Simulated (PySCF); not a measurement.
ClGeH3Mg, SMILES [Mg]([Cl])[GeH3]. Coordinates come from a B3LYP-D3(BJ)/def2-TZVP optimisation.

Computed equilibrium geometry at B3LYP-D3(BJ)/def2-TZVP (PySCF confirms it by a frequency run) as Cartesian coordinates in Å, and its point group:
point group C3v.
```xyz
6

Mg     0.0000     0.0000    -0.8482
Cl     0.0000     0.0000    -3.0441
Ge     0.0000     0.0000     1.7179
H      1.2334     0.7121     2.3189
H     -1.2334     0.7121     2.3189
H      0.0000    -1.4242     2.3189
```
Charge 0, spin multiplicity 1.
